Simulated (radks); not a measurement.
Task: The mean radii <r> (bohr) of the occupied orbitals of an atom or ion are listed with their occupations. Method: scalar-relativistic Kohn-Sham, LDA (Slater exchange, Perdew-Wang correlation), spin-polarised, spherical densities, point nucleus; computed with a radial shooting solver on a logarithmic mesh with Libxc functionals.

| orbital | occ. | <r> |
|---|---|---|
| 1s up | 1 | 0.08124 |
| 1s down | 1 | 0.08124 |
| 2s up | 1 | 0.3889 |
| 2s down | 1 | 0.3887 |
| 2p up | 3 | 0.3509 |
| 2p down | 3 | 0.3508 |
| 3s up | 1 | 1.233 |
| 3s down | 1 | 1.237 |
| 3p up | 3 | 1.350 |
| 3p down | 2 | 1.359 |

Name the element and its charge. Open shells, if any, are filled with parallel spins first.

Result: Z = 19, potassium, charge +2: K2+ in [Ne] 3s2 3p5. The 1s radius gives Z: for a bare nucleus <r> = (2 gamma + 1)/(2Z) with gamma = sqrt(1 - (Z/c)^2), 0.07844 bohr for Z = 19, and screening makes it slightly larger (0.08124 here). The occupations add up to 17, and the charge is Z minus that.
